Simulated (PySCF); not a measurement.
Coordinates in bohr (charge 0 multiplicity 4):
```
Pd    0.0682   -0.1341   -0.0001
F     3.5424    0.5596   -0.0049
F    -1.6644    3.0651    0.0023
F    -2.2194   -2.8313    0.0031
```

These are results of UPBE0 in PySCF with Pd def2-SVP with ECP28, F def2-SVP; scalar-relativistic core potentials, no spin–orbit coupling; density-fitted integrals, not measurements.

This geometry of PdF3 is a stationary point at this level.

Task: What is the point group?

Result: Cs.

Task: Is it a minimum?

Result: Yes: all harmonic wavenumbers are real.

Task: List the harmonic modes with their infrared intensities.

Result: 
```
symmetry  ω (cm⁻¹)  IR (km/mol)
      a'        68         12.5
     a''       106         23.3
      a'       111          8.9
      a'       569         35.3
      a'       589          4.2
      a'       652         94.9
```

Task: Give the ideal-gas entropy at 298.15 K and 1 bar by parts.

Result: translation 172.4, rotation 108.9, vibration 50.8, spin 11.5; total 343.6 J/(mol K).

This need not be the most stable arrangement of these atoms. Open d and f shells are described by one determinant, and the ground state may have another occupation or spin. At this level a doublet minimum of Cs symmetry lies 56 kJ/mol below this structure.
